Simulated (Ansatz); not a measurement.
`[NH2][Ta]([F])([F])=[S]` + CH₃OH → `C[O][Ta]([NH2])([F])=[S]` + H–F at 298.15 K and 1 bar (ligand exchange at a Ta–F bond).

Computed with Ansatz on PBE0-D4/def2-TZVP structures; ΔE is electronic, products minus reactants. CBS: MP2 limit from def2 TZ/QZ plus the TZ coupled-cluster correction, frozen cores. This one scheme is used for every species. Elements past krypton have def2 core potentials. For Ta outer-core shells are correlated without core-valence functions, which leaves a few kJ/mol of doubt a bond. Each species was taken in one conformer, which may not be the lowest.

```tsv
species	CCSD(T)/CBS energy (Eh)	H − E (kJ/mol)	S (J/(mol·K))
`[NH2][Ta]([F])([F])=[S]`	-710.38832	103.4	358.9
CH₃OH	-115.61712	146.3	238.2
`C[O][Ta]([NH2])([F])=[S]`	-725.60662	213.6	412.9
H–F	-100.39570	33.5	173.6
```

H − E and S are ideal-gas, rigid-rotor, harmonic terms from PBE0-D4/def2-TZVP, for one conformer and one mirror image of each species. 1 Eh = 2625.50 kJ/mol, R = 8.31446 J/(mol·K).

Question: By hand: ΔE, ΔH, ΔS and ΔG.

Answer: ΔE = (-725.60662) + (-100.39570) − (-710.38832) − (-115.61712) = 0.00312 Eh = 8.2 kJ/mol. Δ(H − E) = 213.6 + 33.5 − 103.4 − 146.3 = -2.6, so ΔH = 5.6 kJ/mol. ΔS = 412.9 + 173.6 − 358.9 − 238.2 = -10.6 J/(mol·K). ΔG = 5.6 − 298.15 × (-10.6)/1000 = 8.8 kJ/mol.

Question: By hand: the equilibrium constant, and the temperature at which ΔG would vanish if ΔH and ΔS stayed fixed.

Answer: log₁₀ K = −ΔG/(RT ln 10) = -1.5. ΔH and −TΔS have one sign here, so there is no such temperature. One of them is within its doubt of zero, so this could turn.

TΔS isn't small against ΔH here. A doubt of 5 kJ/mol in ΔE shifts log₁₀ K by 0.9 here. Other conformers and mirror images would add mixing entropy, several J/(mol·K) or more a flexible species. These are equilibria of isolated gas molecules and say nothing of rates. Largest T1 diagnostic: 0.020 (customary marks: 0.02 for closed shells, 0.045 for open ones).
